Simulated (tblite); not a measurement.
Isomers of C7H15FSi. Computed values, GFN2-xTB/tblite, gas phase, harmonic and unscaled. Errors from tens to a few hundred cm⁻¹ against measured bands are possible. Modes of hydrogen on silicon can be 10 to 20 % off. One conformer each.

Electronic energies: GFN2-xTB at the same geometries; isomer energies are rough at this level and their order can be wrong.

| SMILES | electronic energy, lowest = 0 (kJ/mol) |
| --- | --- |
| CCC/C(C)=C(/[SiH3])CF | 83.5 |
| C[SiH2]C[C@@H]1CCC[C@H]1F | 0.0 |
| CC[C@@H]1CC[SiH2]C[C@@H]1F | 2.9 |
| C/C(=C(\[SiH3])CF)C(C)C | 86.0 |
| CC[C@@H]1CC[SiH2]C[C@H]1F | 4.8 |
| CCC(=C[SiH2]CF)CC | 119.0 |

Task: How do GFN2-xTB zero-point energies change the relative energies?

Result: 
```csv
SMILES,ZPE (kJ/mol),of it from modes above 1550 cm⁻¹,electronic (kJ/mol),"with ZPE, lowest = 0 (kJ/mol)",lowest mode (cm⁻¹),rings
C[SiH2]C[C@@H]1CCC[C@H]1F,530.4,259.7,0.0,0.0,33,1
CC[C@@H]1CC[SiH2]C[C@@H]1F,533.5,258.7,2.9,6.0,63,1
CC[C@@H]1CC[SiH2]C[C@H]1F,534.5,258.7,4.8,8.9,62,1
CCC/C(C)=C(/[SiH3])CF,517.2,265.4,83.5,70.3,52,0
C/C(=C(\[SiH3])CF)C(C)C,517.5,266.4,86.0,73.2,47,0
CCC(=C[SiH2]CF)CC,522.3,270.3,119.0,110.9,24,0
```

The zero-point energies span 17.3 kJ/mol, from `CCC/C(C)=C(/[SiH3])CF` to `CC[C@@H]1CC[SiH2]C[C@H]1F`. The order is unchanged.

Task: What do entropy and thermal enthalpy add at 298.15 K and 1 bar (rigid rotor, harmonic oscillator, one conformer each)?

Result: 
```tsv
SMILES	point group	symmetry number	S (J/(mol K))	H − H(0) (kJ/mol)	ZPE + H − H(0) − TS (kJ/mol)
C[SiH2]C[C@@H]1CCC[C@H]1F	C1	1	443.1	32.00	430.3
CC[C@@H]1CC[SiH2]C[C@@H]1F	C1	1	417.8	30.43	439.3
CC[C@@H]1CC[SiH2]C[C@H]1F	C1	1	414.2	30.04	441.0
CCC/C(C)=C(/[SiH3])CF	C1	1	471.1	36.21	412.9
C/C(=C(\[SiH3])CF)C(C)C	C1	1	460.8	35.88	416.0
```

Not tabulated: `CCC(=C[SiH2]CF)CC` (lowest mode only 24 cm⁻¹).
